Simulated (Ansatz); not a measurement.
Basis-set extrapolation for C2H5B2F (`CC1BB1F`) (PBE0-D4/def2-TZVP geometry, frozen core, Ansatz 0.2.0). Multiplicity 1, RHF reference.

```json
{"": "HF", "def2-TZVPP": "-227.507597", "def2-QZVPP": "-227.517996"}
{"": "MP2 correlation", "def2-TZVPP": "-0.790808", "def2-QZVPP": "-0.848726"}
{"": "CCSD(T) correlation", "def2-TZVPP": "-0.854918", "def2-QZVPP": "not run"}
```

Energies in hartree. Use E(X) = E(∞) + A·exp(−7.88·√X) for Hartree–Fock and E(X) = E(∞) + B·X^(−2.97) for correlation, with X = 3 and 4, and add CCSD(T) minus MP2 of the smaller set to the MP2 limit.

Question: What is the CCSD(T) energy at the basis-set limit?

Answer: HF limit: -227.517996 + (-0.010399) × 0.13774 = -227.51943. MP2 limit: -0.848726 + (-0.057918) × 0.74074 = -0.89163. Higher-order term: -0.854918 − (-0.790808) = -0.06411. Total: -228.47517 hartree, 70.7 kcal/mol below CCSD(T)/def2-TZVPP.
